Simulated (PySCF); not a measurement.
# Correlation energy of Al²⁺ (aluminium, charge +2)

[Ne] 3p1, 2P determinant (an excited configuration). Computed with PySCF 2.14 in x2c-TZVPPall (5s5p3d1f, 42 functions), with scalar relativity by spin-free X2C-1e. Frozen: 1s2; 9 electrons correlated.

MP2 pair energies summed by pair of shells (mhartree):

| pair | energy | share (%) |
| --- | --- | --- |
| 2p-2p | -99.51 | 70.3 |
| 2s-2p | -30.37 | 21.5 |
| 2p-3p | -6.46 | 4.6 |
| 2s-2s | -4.26 | 3.0 |
| 2s-3p | -0.95 | 0.7 |

Total MP2 correlation energy: -141.55 mhartree.

Same-spin part -40.02 and opposite-spin part -101.53 mhartree; SCS-MP2 scales them by 1/3 and 6/5 to -135.18 mhartree.

This basis was not built for core-valence correlation, so the inner-shell part is incomplete.
